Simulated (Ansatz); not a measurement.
`[CH3][AlH][CH2][SiH2]F` + `[SiH3]S` → `[CH3][AlH][SiH2]S` + `C[SiH2]F`  (formal exchange of groups at the Al–C bond)

Computed with Ansatz on PBE0-D4/def2-TZVP structures; ΔE is electronic, products minus reactants. CCSD(T)/CBS is the MP2 limit (def2-TZVPP, def2-QZVPP) plus CCSD(T) − MP2 in def2-TZVPP, frozen cores. Each species was taken in one conformer, which may not be the lowest.

```
        level  ΔE (kcal/mol)
HF/def2-QZVPP            2.9
 HF/CBS(def2)            2.9
```

What does CCSD(T)/CBS give? (Estimate.)

Computed: +2.7 kcal/mol. The listed levels differ from it by 0.2, 0.2 kcal/mol.

Largest T1 diagnostic among the species: 0.011.
